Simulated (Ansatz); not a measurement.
C3H9ClGe (SMILES [CH3][Ge]([CH3])([CH3])[Cl]), singlet, geometry from GFN2-xTB. Base run: PBE0/6-31G* in Ansatz (an electronic-structure program).

Geometry (Å):
```xyz
14

C     -0.7723     1.5782    -1.1185
Ge    -0.0476    -0.0623    -0.2498
C      1.6934    -0.6241    -1.0398
C     -1.3754    -1.5480    -0.2245
Cl     0.3405     0.4450     1.7857
H     -0.9936     1.3904    -2.1644
H     -1.6855     1.8967    -0.6241
H     -0.0516     2.3886    -1.0582
H      2.0943    -1.4793    -0.5035
H      1.5688    -0.8982    -2.0826
H      2.4154     0.1851    -0.9795
H     -1.6204    -1.8583    -1.2353
H     -2.2889    -1.2311     0.2704
H     -0.9762    -2.4036     0.3123
```
Charge 0, spin multiplicity 1.
All else is at Ansatz's defaults.

Each row names what was changed in the base input (with any setting that the change needs).

```tsv
change	basis functions	E (Eh)	core-seconds (rough)
base	117	-2656.14612	9
basis = STO-3G	51	-2626.18938	3
basis = pcseg-0	[?]	[?]	4
basis = 3-21G	[?]	[?]	4
basis = def2-SV(P)	110	-2655.93087	7
basis = 6-311G**	179	-2656.45175	10
basis = def2-SVPD	197	-2655.97062	10
basis = aug-cc-pVDZ	213	[?]	20
basis = aug-pcseg-1	213	-2656.17352	20
basis = def2-TZVP	232	-2656.50796	10
basis = pcseg-2	293	-2656.55472	20
basis = cc-pV(T+d)Z	[?]	[?]	20
basis = def2-TZVPP	309	-2656.51122	20
```

### Question
What belongs in the gaps?

### Answer

- basis = pcseg-0, basis functions: 80
- basis = pcseg-0, E (Eh): -2653.02588
- basis = 3-21G, basis functions: 81
- basis = 3-21G, E (Eh): -2643.58329
- basis = aug-cc-pVDZ, E (Eh): -2656.43327
- basis = cc-pV(T+d)Z, basis functions: 298
- basis = cc-pV(T+d)Z, E (Eh): -2656.55304

Totals compare only among sets that treat the same electrons; sets with core potentials leave the core out.
